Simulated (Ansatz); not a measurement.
BMe2(dmap) (C7H18BNO). Charge 0, multiplicity 1. Geometry PBE-D4/def2-SVP.

```xyz
28

B     0.836   -0.614    0.071
C     1.093   -0.537    1.675
H     0.644    0.330    2.207
H     2.191   -0.440    1.818
H     0.792   -1.456    2.225
C     1.333   -2.001   -0.585
H     1.285   -2.020   -1.694
H     0.788   -2.891   -0.199
H     2.399   -2.161   -0.316
O     1.285    0.558   -0.696
C     0.396    1.645   -0.626
C     0.950    2.820    0.180
C    -0.937    1.105   -0.036
N    -0.883   -0.374   -0.209
C    -1.769   -1.087    0.730
C    -1.220   -0.741   -1.605
H     0.204    2.011   -1.667
H     1.906    3.160   -0.265
H     0.245    3.679    0.185
H     1.149    2.518    1.228
H    -0.998    1.311    1.050
H    -1.841    1.529   -0.521
H    -2.836   -0.863    0.521
H    -1.525   -0.791    1.765
H    -1.600   -2.176    0.625
H    -0.484   -0.275   -2.284
H    -1.159   -1.838   -1.719
H    -2.245   -0.399   -1.859
```

(1) Estimate the orbital energies around the gap (eV) in Ansatz with HF/STO-3G, PBE-D4/def2-TZVP, PBE0-D4/def2-SVP, PBE0-D4/def2-TZVP, ωB97X-V/def2-TZVP.

Answers

(1) 
| orbital | HF/STO-3G | PBE-D4/def2-TZVP | PBE0-D4/def2-SVP | PBE0-D4/def2-TZVP | ωB97X-V/def2-TZVP |
| --- | --- | --- | --- | --- | --- |
| HOMO−5 | -11.97 | -8.13 | -9.48 | -9.58 | -12.11 |
| HOMO−4 | -11.27 | -8.10 | -9.45 | -9.53 | -12.02 |
| HOMO−3 | -10.35 | -7.03 | -8.34 | -8.40 | -10.84 |
| HOMO−2 | -9.77 | -6.72 | -8.08 | -8.18 | -10.64 |
| HOMO−1 | -8.80 | -6.51 | -7.84 | -7.96 | -10.39 |
| HOMO | -7.14 | -4.97 | -6.27 | -6.42 | -8.83 |
| LUMO | 13.11 | -0.10 | 1.20 | 0.70 | 2.52 |
| LUMO+1 | 13.78 | 0.64 | 2.09 | 1.45 | 3.27 |
| LUMO+2 | 14.58 | 0.72 | 2.17 | 1.56 | 3.40 |
| LUMO+3 | 14.89 | 1.05 | 2.54 | 1.90 | 3.72 |
| LUMO+4 | 15.81 | 1.20 | 2.82 | 2.07 | 3.97 |
| LUMO+5 | 16.67 | 1.27 | 2.95 | 2.16 | 4.13 |
